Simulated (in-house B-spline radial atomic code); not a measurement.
Ionising In⁴⁺ with different functionals

Computed with an all-electron radial atomic-structure program (B-spline basis): four-component Dirac-Coulomb Hamiltonian, Fermi nucleus of rms radius 4.6156 fm, spin-restricted, spherical fractional occupations for the functionals, and exact exchange of hybrids averaged over the configuration. The ionisation energy is the difference of two self-consistent energies, [Kr] 4d9 → [Kr] 4d8, without Breit or QED terms; ε is the level of the shell that loses the electron (mean over j). The electron is taken from both j subshells in proportion to 2j + 1, so the result is a j average, not the step between ground levels.

```json
{"method": "B97-1", "rung": "global hybrid", "ΔSCF (eV)": "74.04", "-ε(4d) (eV)": "67.20"}
{"method": "CAM-B3LYP", "rung": "range-separated hybrid", "ΔSCF (eV)": "?", "-ε(4d) (eV)": "?"}
{"method": "LC-wPBE", "rung": "range-separated hybrid", "ΔSCF (eV)": "74.12", "-ε(4d) (eV)": "70.37"}
{"method": "wB97X", "rung": "range-separated hybrid", "ΔSCF (eV)": "?", "-ε(4d) (eV)": "?"}
```

(1) What does wB97X give?

(2) What does CAM-B3LYP give?

(3) Among the functionals, which spreads more, the ΔSCF values or the orbital energies?

(4) How do they compare with the NIST value?

Results:

(1) ΔSCF 73.90 eV, and -ε(4d) = 70.07 eV.

(2) ΔSCF 74.12 eV, and -ε(4d) = 69.18 eV.

(3) The orbital energies: ΔSCF values span about 0.23 eV and the orbital energies 3.17 eV; here energy differences depend much less on the functional than eigenvalues do.

(4) NIST lists 69 eV ± 1.2 (semi-empirical, ground level to ground level). Errors run from +4.60 to +4.82 eV. The correlated functionals all miss on the same side by more than they spread, so the cause is common to them (Breit-QED terms, spin polarisation, the choice among j levels, multiplet and fine-structure energies, or a listed next ion that isn't the cheapest removal here) and closeness doesn't rank the functionals.
